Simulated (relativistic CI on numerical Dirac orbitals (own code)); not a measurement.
**Inner-shell lines of Yb39+**

These numbers are calculated, not measured: Dirac-Coulomb-Breit CI, orbitals from a KLI potential per configuration, model QED (radiative potential, 1s self-energy scaled to tabulated hydrogen-like ionisation energies), unscaled Slater integrals (own radial code, finite nucleus).

Configurations in the expansion (outside the closed core 1s2 2s2 3s2 3p6 3d10): 2p⁶4s²4p, 2p⁵4s²4p4d, 2p⁵4s²4p5s, 2p⁵4s²4p5d, 2p⁶4s4p², 2p⁵4s4p²5s. Levels of other configurations are missing.

The table holds the strongest lines. The upper levels have an inner-shell vacancy. Auger decay, open to those above the ionisation limit, is not computed, and radiative decays to configurations outside the model are missing too. Absolute energies can be off by a few tenths of a per cent, so close lines can change order. LS names give the leading component, which can be well under half, for lower levels too. Brackets number the levels in order of energy.

```tsv
E (eV)	Upper	Lower	A (s⁻¹)	gA (s⁻¹)
9091.3	2p⁵4s²4p4d ²D5/2 [40]	2p⁶4s²4p ²P°3/2 [2]	5.98e+13	3.59e+14
9095.4	2p⁵4s²4p4d ²D3/2 [42]	2p⁶4s²4p ²P°3/2 [2]	5.90e+13	2.36e+14
9096.0	2p⁵4s²4p4d ²P3/2 [43]	2p⁶4s²4p ²P°3/2 [2]	7.84e+13	3.13e+14
9098.5	2p⁵4s²4p4d ²P1/2 [44]	2p⁶4s²4p ²P°3/2 [2]	1.13e+14	2.26e+14
9100.7	2p⁵4s²4p4d ²D5/2 [45]	2p⁶4s²4p ²P°3/2 [2]	3.03e+14	1.82e+15
9102.2	2p⁵4s²4p4d ²P1/2 [24]	2p⁶4s²4p ²P°1/2 [1]	4.53e+14	9.05e+14
9102.3	2p⁵4s²4p4d ²D3/2 [25]	2p⁶4s²4p ²P°1/2 [1]	4.30e+14	1.72e+15
9108.7	2p⁵4s²4p4d ²P3/2 [48]	2p⁶4s²4p ²P°3/2 [2]	6.54e+13	2.61e+14
9109.5	2p⁵4s²4p4d ²D5/2 [49]	2p⁶4s²4p ²P°3/2 [2]	5.84e+13	3.50e+14
9110.6	2p⁵4s²4p4d ²P3/2 [50]	2p⁶4s²4p ²P°3/2 [2]	2.49e+14	9.95e+14
9111.5	2p⁵4s²4p4d ²S1/2 [51]	2p⁶4s²4p ²P°3/2 [2]	3.35e+14	6.70e+14
9113.9	2p⁵4s²4p4d ²D5/2 [52]	2p⁶4s²4p ²P°3/2 [2]	3.18e+13	1.91e+14
9735.5	2p⁵4s²4p5d ²P1/2 [88]	2p⁶4s²4p ²P°1/2 [1]	2.05e+14	4.10e+14
9735.7	2p⁵4s²4p5d ²D3/2 [89]	2p⁶4s²4p ²P°1/2 [1]	2.03e+14	8.14e+14
9736.7	2p⁵4s²4p5d ²D5/2 [131]	2p⁶4s²4p ²P°3/2 [2]	1.01e+14	6.04e+14
9737.3	2p⁵4s²4p5d ²P3/2 [133]	2p⁶4s²4p ²P°3/2 [2]	1.86e+14	7.42e+14
9738.7	2p⁵4s²4p5d ²D5/2 [137]	2p⁶4s²4p ²P°3/2 [2]	6.56e+13	3.93e+14
9739.2	2p⁵4s²4p5d ²S1/2 [138]	2p⁶4s²4p ²P°3/2 [2]	1.86e+14	3.71e+14
9748.8	2p⁵4s²4p5d ²D5/2 [143]	2p⁶4s²4p ²P°3/2 [2]	3.75e+13	2.25e+14
10116.7	2p⁵4s²4p4d ²D3/2 [156]	2p⁶4s²4p ²P°1/2 [1]	2.76e+14	1.11e+15
10118.2	2p⁵4s²4p4d ⁴D3/2 [164]	2p⁶4s²4p ²P°3/2 [2]	5.98e+13	2.39e+14
10123.2	2p⁵4s²4p4d ⁴D3/2 [167]	2p⁶4s²4p ²P°3/2 [2]	1.95e+14	7.80e+14
10125.2	2p⁵4s²4p4d ²D5/2 [168]	2p⁶4s²4p ²P°3/2 [2]	2.19e+14	1.31e+15
10125.3	2p⁵4s²4p4d ⁴P1/2 [169]	2p⁶4s²4p ²P°3/2 [2]	2.72e+14	5.43e+14
10127.9	2p⁵4s²4p4d ²P1/2 [157]	2p⁶4s²4p ²P°1/2 [1]	2.78e+14	5.56e+14
10132.8	2p⁵4s²4p4d ⁴P3/2 [172]	2p⁶4s²4p ²P°3/2 [2]	2.32e+13	9.28e+13
10144.8	2p⁵4s²4p4d ²D5/2 [174]	2p⁶4s²4p ²P°3/2 [2]	3.80e+13	2.28e+14
10764.4	2p⁵4s²4p5d ²D3/2 [190]	2p⁶4s²4p ²P°1/2 [1]	7.40e+13	2.96e+14
10765.3	2p⁵4s²4p5d ⁴D3/2 [212]	2p⁶4s²4p ²P°3/2 [2]	3.17e+13	1.27e+14
10765.9	2p⁵4s²4p5d ²P1/2 [191]	2p⁶4s²4p ²P°1/2 [1]	1.26e+14	2.53e+14
10767.9	2p⁵4s²4p5d ²D3/2 [215]	2p⁶4s²4p ²P°3/2 [2]	9.26e+13	3.70e+14
10768.4	2p⁵4s²4p5d ²D5/2 [216]	2p⁶4s²4p ²P°3/2 [2]	1.13e+14	6.77e+14
10769.9	2p⁵4s²4p5d ⁴P1/2 [217]	2p⁶4s²4p ²P°3/2 [2]	1.13e+14	2.27e+14
10773.1	2p⁵4s²4p5d ²D5/2 [219]	2p⁶4s²4p ²P°3/2 [2]	1.01e+13	6.08e+13
10773.2	2p⁵4s²4p5d ²D3/2 [198]	2p⁶4s²4p ²P°1/2 [1]	5.12e+13	2.05e+14
```
